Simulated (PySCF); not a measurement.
Input file for PySCF: R-B3LYP/6-31G* on CH4 (SMILES C) with ghost functions.

```python
from pyscf import gto, scf, dft, mp
from pyscf.data.elements import chemcore

mol = gto.M(
    atom='''
    C     0.10154463   -0.06870056   -0.20314418
    H    -0.57459387   -0.84581333    0.15010535
    H     0.16497005   -0.10926554   -1.28954688
    H    -0.27483586    0.90662026    0.10205640
    H     1.09077818   -0.22655384    0.22404995
    ghost-Ge   -0.10153450    0.06868751    3.60219950
    ghost-H    0.50993495    1.37855715    3.08510093
    ghost-H   -0.19727010    0.11971945    5.13477870
    ghost-H    0.78696216   -1.11182431    3.18528012
    ghost-H   -1.50605679   -0.11149435    3.00902848
    ''',
    basis='6-31g*',
    cart=True,
    charge=0, spin=0, verbose=3, max_memory=1800)
mf = dft.RKS(mol, xc='b3lyp')
mf.conv_tol = 1e-8
mf.max_cycle = 100
mf.kernel()
if not mf.converged:
    mf = mf.newton().run(mf.mo_coeff, mf.mo_occ)
```

Task: What total energy does the run end on?

Result: -40.5187 hartree.
